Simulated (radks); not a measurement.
Q: All-electron atom: the vanadium ion V2.5+ in [Ar] 3d(up 2.5, down 0) (fractional occupations, a model configuration). Method: non-relativistic Kohn-Sham, BLYP, spin-polarised, spherical densities, point nucleus; computed with a radial shooting solver on a logarithmic mesh with Libxc functionals. Some entries of the table are withheld. Estimate them.

orbital,occ.,eigenvalue (eV),<1/r> (bohr^-1)
1s down,1,-5352.682,22.53
1s up,1,-5352.671,22.53
2s up,1,-620.5624,4.732
2s down,1,-619.6225,4.737
2p up,3,-527.5058,4.675
2p down,3,-526.7891,4.680
3s up,1,-94.6280,1.480
3s down,1,-91.9787,1.477
3p up,3,(1),1.362
3p down,3,(2),1.356
3d up,2.5,-29.8493,1.058
3d down,0,-27.5251,1.036

A: 
(1) 3p up eigenvalue (eV): -69.2877
(2) 3p down eigenvalue (eV): -66.7019
